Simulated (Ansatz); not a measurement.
## Which method gave which barrier?

Saddle point of GeSiH₅F, singlet (GeSiH₅F ([F][GeH2][SiH3]) → SiH₃F ([F][SiH3]) + GeH₂; bonds formed: Si1–F3; bonds broken: Si1–Ge2, Ge2–F3), PBE0-D4/def2-TZVP structure:

Si1  (-0.001, 0.139, 1.133)
Ge2  (-0.182, 0.286, -1.372)
F3  (0.582, -1.080, -0.121)
H4  (-1.135, -0.599, -2.228)
H5  (1.029, 0.468, -2.334)
H6  (-1.357, -0.378, 1.422)
H7  (0.046, 1.597, 1.447)
H8  (1.018, -0.434, 2.053)
(Å)

Computed with Ansatz 0.2.0 (basis: def2-TZVPP, with def2-QZVPP for the basis limit); correlated methods freeze the cores. Filled d shells of the heavier atoms are correlated. The def2 sets are not built for correlating such inner shells, so the correlated values are less sure here. B3LYP uses VWN-RPA correlation. Extrapolation: Hartree–Fock as exp(−7.88 √X), correlation as X^−2.97. Four methods, as single points on the PBE0-D4 structures, gave these electronic barriers from the start structure: 122.0, 135.0, 149.5, 182.1 kJ/mol.

Q: The methods were, in alphabetical order, B3LYP-D4, BLYP-D4, CCSD(T), HF. Which gave which? (Judge from chemistry; the calculation decides.)

A: The calculation gives: BLYP-D4 122.0; B3LYP-D4 135.0; CCSD(T) 149.5; HF 182.1 kJ/mol. For comparison, CCSD(T) at an estimated basis limit (MP2 extrapolated from triple and quadruple zeta, plus CCSD(T) − MP2 in triple zeta) gives 142.0 kJ/mol.

The T1 diagnostic stays at or below 0.014.

Losses and insertions of silylenes and their heavier kin drive the gas-phase chemistry of silicon and germanium vapour deposition.

Labels in which every atom is bracketed show which atoms are joined, not bond orders.

For scale, one of the runs: CCSD(T)/def2-TZVPP, 191 basis functions (an equivalent command: `ansatz run in.yaml --threads 4`). Hardware: 4 CPU threads, shared host. Wall time 41 s; peak host memory 2 GiB.
